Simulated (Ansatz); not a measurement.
Geometry optimisation, RKS r2SCAN/def2-mTZVP in Ansatz.

Input:

```yaml
crystal:
  periodic: [false, false, false]
  atoms:
    - { symbol: Ga, position_ang: [0.013997, -0.392109, -0.056471] }
    - { symbol: H, position_ang: [-0.015036, -0.450776, 1.508765] }
    - { symbol: O, position_ang: [1.473315, -0.499814, -1.072226] }
    - { symbol: H, position_ang: [2.291704, -0.644592, -0.576059] }
    - { symbol: O, position_ang: [-1.424587, -0.160858, -1.085694] }
    - { symbol: H, position_ang: [-2.258918, -0.157617, -0.598464] }
    - { symbol: "N", position_ang: [-0.008971, 2.39939, 1.348897] }
    - { symbol: H, position_ang: [0.879702, 2.565896, 0.880785] }
    - { symbol: H, position_ang: [-0.748421, 2.502957, 0.655502] }
    - { symbol: H, position_ang: [-0.016586, 1.415822, 1.678265] }
basis:
  gaussian: { orbitals: def2-mTZVP }
hamiltonian:
  xc: r2scan
relax:
  f_tol: 0.03
  max_steps: 50
```

Command:

```bash
$ ansatz run input.yaml --threads 4 --pin off --max-ram 5120MiB --backend cpu --events-out ev --progress --plain --runs-dir out
```

Task: Where does it end, and by what steps?

Result: The forces met the threshold. After 17 steps the energy has fallen by 1.117 eV; H10 moved furthest, 0.76 Å. Joined: Ga1–N7 (3.13 → 2.08 Å).

```
step  energy less start (eV)  largest force component (eV/Å)  accepted
   0                  0.0000                           1.055       yes
   1                 -0.0858                           0.586       yes
   2                 -0.1227                           0.810       yes
   3                 -0.1357                           1.271       yes
   4                 -0.1740                           1.044       yes
   5                 -0.1909                           0.968       yes
   6                 -0.2649                           0.490       yes
   7                 -0.2781                           0.285       yes
   8                 -0.3752                           0.801       yes
   9                 -0.4837                           1.940       yes
  10                 -0.8185                           2.480       yes
  11                 -1.0079                           1.999       yes
  12                 -1.0975                           0.289       yes
  13                 -1.1094                           0.398       yes
  14                 -1.1165                           0.095       yes
  15                 -1.1173                           0.032       yes
  16                 -1.1173                           0.045        no
  17                 -1.1174                           0.023       yes
```

```xyz
10
Properties=species:S:1:pos:R:3
Ga -0.041 -0.104 0.310
H -0.143 -1.065 1.546
O 1.521 0.022 -0.632
H 2.056 -0.781 -0.636
O -1.533 0.283 -0.676
H -2.184 -0.427 -0.727
N 0.109 1.902 0.849
H 0.995 2.228 0.466
H -0.654 2.362 0.354
H 0.061 2.157 1.830
```

Whether the end is a true minimum wasn't checked by a vibrational analysis.

Run time: 42 s on 4 threads of Arm Neoverse V2, with other jobs on the host, peak memory 0.19 GiB.
